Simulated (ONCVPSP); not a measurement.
Hardness and transferability of assorted potentials

Generated with ld1.x 7.5 (TM, RRKJ, ultrasoft, PAW), atompaw 4.2 or ONCVPSP 4.0.1. The cutoff is in Ry: for ld1.x and atompaw files where the sum of valence levels is converged to 10 mRy in a Bessel basis, for ONCV files where the hardest occupied wave has 1 mHa per electron of residual kinetic energy. The error is the largest all-electron minus pseudo excitation energy over each file’s own four to seven test configurations (ionisations up to +4, promotions, holes and added fractions of an electron), all of which were solved. The labels leave out finer settings (local radius, basis sizes, second energies), which also bear on the numbers. Spin-polarised tests are not counted. The rows are a selection from randomly drawn settings: files with unsolved tests, undetermined cutoffs or missed reference levels are left out.

A true bound ghost makes a file unfit for plane-wave use even where its test errors are small: the radial tests pick states by their node count and pass the ghost by.

```csv
element,potential,cutoff (Ry),largest error (meV),bound ghosts
C,"ONCV, PBEsol, fully relativistic, rc 1.20/2.95 (sp), local smoothed, core correction yes, reference 2s2 2p2, qcut 4.5/4.8, projectors 1/1",115,+2359,none
Br,"ONCV, PBE, scalar-relativistic, rc 0.70/0.90/0.60 (spd), local d, core correction yes, reference 3s2 3p6 3d10 4s2 4p4.5, qcut 18.6/15.1/24.6, projectors 2/2/0",505,-2.4,none
Ru,"ONCV, PBE, scalar-relativistic, rc 2.90/3.15/2.35/2.55 (spdf), local smoothed, core correction yes, reference 4d7 5s1, qcut 2.3/2.9/5.3/5, projectors 2/2/2/1",26,-183,none
In,"ONCV, LDA (Perdew-Wang 92), scalar-relativistic, rc 2.30/2.10/1.20 (spd), local d, core correction yes, reference 4d10 5s2 5p0.5, qcut 2.4/4.1/8.1, projectors 2/3/0",72,-36,s
Tb,"ONCV, PBEsol, scalar-relativistic, rc 2.00/1.80/3.52 (spd), local smoothed, core correction yes, reference 5s2 5p6 5d1, qcut 7.5/7.4/5.2, projectors 1/3/2",36,+370,none
Pb,"ONCV, PBE, scalar-relativistic, rc 1.60/1.50/1.30 (spd), local smoothed, core correction no, reference 5s2 5p6 5d10 6s2 6p2, qcut 7.8/11.4/7.3, projectors 2/2/3",73,-25,none
```

(1) Fill in the row for W: ONCV, PBEsol, non-relativistic, rc 2.20/2.25/1.80 (spd), local smoothed, core correction yes, reference 5s2 5p6 5d4 6s1.75 6p0.25, qcut 5.4/7.8/6, projectors 2/2/3.

(2) Fill in the row for F: ONCV, PBE, scalar-relativistic, rc 0.65/1.50/1.20 (spd), local smoothed, core correction no, reference 2s1.5 2p5.5, qcut 9/8.3/7.8, projectors 2/2/1.

(3) Fill in the row for I: ONCV, PBE, scalar-relativistic, rc 1.35/1.95 (sp), local s, core correction yes, reference 5s2 5p4.5, qcut 4.4/4, projectors 0/2.

## Answers

(1) cutoff 28 Ry, largest error -6.0 meV, bound ghosts: none.

(2) cutoff 203 Ry, largest error +4572 meV, bound ghosts: none.

(3) cutoff 116 Ry, largest error -118 meV, bound ghosts: none.
